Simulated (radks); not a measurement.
Values are calculated unless marked as measured or tabulated.
Isoelectronic series with 5 electrons, each ion in its NIST ground configuration. Code: a radial shooting solver on a logarithmic mesh with Libxc functionals. Model: Dirac Kohn-Sham, PBE, spin-unpolarised, spherical densities, point nucleus; open shells are shared between the two j in proportion to 2j + 1. Total energies (hartree) and mean radii <r> (bohr):

| ion | configuration | E (hartree) | 2p3/2 | 2p1/2 | 2s1/2 | 1s1/2 |
|---|---|---|---|---|---|---|
| B | [He] 2s2 2p1 | -24.60320 | 2.302 | 2.301 | 1.952 | 0.3294 |
| Ne5+ | [He] 2s2 2p1 | -116.06252 | 0.6677 | 0.6666 | 0.7347 | 0.1573 |
| P10+ | [He] 2s2 2p1 | -276.82996 | 0.3983 | 0.3968 | 0.4536 | 0.1030 |
| Ca15+ | [He] 2s2 2p1 | -507.54558 | 0.2841 | 0.2822 | 0.3276 | 0.07639 |
| Mn20+ | [He] 2s2 2p1 | -809.18055 | 0.2208 | 0.2184 | 0.2558 | 0.06056 |
| Zn25+ | [He] 2s2 2p1 | -1183.03223 | 0.1805 | 0.1777 | 0.2093 | 0.05005 |
| Br30+ | [He] 2s2 2p1 | -1630.75059 | 0.1526 | 0.1493 | 0.1766 | 0.04255 |
| Zr35+ | [He] 2s2 2p1 | -2154.37596 | 0.1320 | 0.1282 | 0.1523 | 0.03690 |
| Rh40+ | [He] 2s2 2p1 | -2756.38880 | 0.1163 | 0.1120 | 0.1335 | 0.03249 |
| Sn45+ | [He] 2s2 2p1 | -3439.77418 | 0.1038 | 0.09906 | 0.1185 | 0.02894 |
| Cs50+ | [He] 2s2 2p1 | -4208.1053 | 0.09371 | 0.08845 | 0.1062 | 0.02601 |
